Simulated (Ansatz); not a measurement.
The cluster BAs2, relaxed as a doublet with UKS PBE-D4/def2-TZVP in Ansatz, starting from the GFN2-xTB geometry. Force threshold 0.02 eV/Å.

The relaxation made no stability test and no search for a lower SCF solution. The structure comes from a short search, and lower isomers may exist.

Start:

```tsv
atom	x (Å)	y (Å)	z (Å)
B1	0.231	0.295	-0.633
As2	-0.117	-1.446	-0.288
As3	-0.115	1.151	0.921
```

**Question.** Estimate the energy that the relaxation releases and the steps that it takes.

**Answer.** 1.0 kcal/mol, in 3 steps; 4.1 s on 4 threads of Arm Neoverse V1 on a shared host. No frequencies were taken in this run, so the end may be a saddle point.

**Question.** Does the start keep its bonding and symmetry?

**Answer.** By distances, no bond broke or formed. The bond that changes most is As2–As3, from 2.86 to 2.92 Å (atoms count from 1). Point group C2v at the start, C2v at the end, both within 0.05 Å.

**Question.** Predict the relaxed structure.

**Answer.** 
```
atom   x (Å)   y (Å)   z (Å)
  B1   0.238   0.303  -0.651
 As2  -0.120  -1.476  -0.292
 As3  -0.118   1.173   0.943
```
Bond lengths: 2 × As–B 1.85 Å.
